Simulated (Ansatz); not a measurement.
Species: GaH₂I, charge 0, singlet. GaH2I (SMILES [GaH2][I]).
B3LYP-D3(BJ)/def2-TZVP minimum from Ansatz (a program for electronic structure):
```xyz
4

Ga    -0.8223    -1.2746     0.2180
H     -0.2614    -2.2716     1.2772
H     -2.1119    -1.4070    -0.6481
I      0.5258     0.8149    -0.1394
```

Total energies in hartree (Ansatz). Radicals and triplets start from unrestricted determinants; spin-orbit coupling is neglected. Cores are frozen in correlated methods (noble-gas shells, and filled d and f shells in the p block). Past Kr the def2 sets carry scalar-relativistic core potentials. Where a partner has so few electrons that a lower coupled-cluster level is exact, that level stands in. Spin-orbit terms, left out, reach several kcal/mol for Br and I, and more for heavier atoms.

```csv
species,HF/def2-TZVPP,CCSD(T)/def2-TZVPP,HF/def2-QZVPP,CCSD(T)/def2-QZVPP,CCSDT(Q)/def2-TZVPP
1: GaH2I (SMILES [I][GaH2]),-2221.11862,-2221.37297,-2221.16038,-2221.43966,-2221.37417
2: Ga (doublet),-1923.22349,-1923.27127,-1923.26359,-1923.31275,-1923.27156
3: H (doublet),-0.49981,-0.49981,-0.49998,-0.49998,-0.49981
4: I (doublet),-296.65857,-296.79430,-296.65973,-296.81374,-296.79495
```

Task: Work out the atomisation energy (electronic, to ground-state atoms) in kcal/mol: take Hartree-Fock from def2-QZVPP, extrapolate the CCSD(T) correlation energy as X^-3 (X = 3, 4), and add CCSDT(Q) - CCSD(T) in def2-TZVPP. 1 hartree = 627.51 kcal/mol.

Result: 
Species 1: correlation (64·(-0.27928) - 27·(-0.25435))/37 = -0.29747; step -0.00120; E1 = -2221.16038 + (-0.29747) + (-0.00120) = -2221.45905
Species 2: correlation (64·(-0.04916) - 27·(-0.04778))/37 = -0.05017; step -0.00029; E2 = -1923.26359 + (-0.05017) + (-0.00029) = -1923.31405
Species 3: correlation (64·(0.00000) - 27·(0.00000))/37 = 0.00000; step +0.00000; E3 = -0.49998 + (0.00000) + (+0.00000) = -0.49998
Species 4: correlation (64·(-0.15401) - 27·(-0.13573))/37 = -0.16735; step -0.00065; E4 = -296.65973 + (-0.16735) + (-0.00065) = -296.82773
-1·E1 +1·E2 +2·E3 +1·E4 = 0.31731 hartree = 199.1 kcal/mol.
